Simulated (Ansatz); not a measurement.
A nudged elastic band was laid between two geometries of Cl4H2SZr (8 atoms, charge 0, multiplicity 1).

These are results of Ansatz 0.2.0, RHF/def2-SVP, not measurements.

| Item | Value |
| --- | --- |
| movable images | 9 |
| climbing image | yes |
| spring | 5.0 eV/Å² |
| optimiser | quadratic models (default) |
| start path | through a guess of the saddle point |
| force threshold | 0.03 eV/Å |
| iteration limit | 60 |
| end points | relaxed |

Image 0:

```xyz
8
Properties=species:S:1:pos:R:3
Zr 0.024 -0.026 -0.040
Cl 0.330 -0.456 2.274
Cl 2.260 0.081 -0.769
Cl -0.711 2.163 -0.589
Cl -0.757 -1.860 -1.331
S -2.948 -0.145 0.768
H -2.988 -1.282 1.467
H -2.968 0.652 1.840
```

Image 10:

```xyz
8
Properties=species:S:1:pos:R:3
Zr -0.650 -0.154 -0.378
Cl -0.620 1.585 2.456
Cl 1.411 -0.878 0.529
Cl -0.653 2.099 -1.089
Cl -0.921 -1.429 -2.334
S -2.603 -0.860 0.957
H -2.947 -1.885 0.169
H -0.776 0.650 3.310
```

Q: What changes between the two ends?

A: Bonds broken: Zr1–Cl2, S6–H8. Bonds formed: Cl2–H8.

Q: Give the energies along the band, and the barrier.

A: The run converged. The highest image is number 5 of 0 to 10, 1.69 eV above the first end and 0.69 eV above the last; the last end lies 1.00 eV above the first. A vibrational analysis at the climbing image gives one clearly imaginary mode, 1048i cm⁻¹: a first-order saddle point. The orbitals stay closed-shell, which can raise the energy where a bond breaks towards radicals; this wasn't checked here.

```csv
image,path coordinate (Å),energy (eV),Zr1–Cl2 (Å),S6–H8 (Å),Cl2–H8 (Å)
0,0.00,0.00,2.37,1.34,3.51
1,0.67,0.01,2.38,1.34,3.25
2,1.34,0.08,2.39,1.33,2.99
3,2.00,0.24,2.41,1.33,2.70
4,2.67,0.65,2.50,1.35,2.17
5,3.34,1.69,2.75,1.76,1.47
6,3.88,1.40,3.00,2.25,1.30
7,4.43,1.20,3.25,2.55,1.28
8,4.98,1.07,3.42,2.75,1.28
9,5.52,1.01,3.40,2.98,1.28
10,6.07,1.00,3.33,3.34,1.28
```

Q: What is the geometry of the highest image?

A: 
```xyz
8
Properties=species:S:1:pos:R:3
Zr -0.460 0.072 -0.205
Cl -0.200 0.552 2.489
Cl 1.804 -0.606 -0.071
Cl -0.605 2.261 -1.009
Cl -1.115 -1.380 -1.942
S -2.801 -0.289 1.034
H -2.797 -1.625 1.094
H -1.586 0.142 2.229
```

Q: What are the harmonic wavenumbers there?

A: 1048i, 1, 88, 102, 117, 130, 142, 210, 278, 301, 379, 398, 421, 427, 570, 1000, 1214, 2848 cm⁻¹.

The run took 12 min on 2 threads of Intel(R) Xeon(R) 6975P-C (Granite Rapids), with other jobs on the host, peak memory 0.42 GiB.
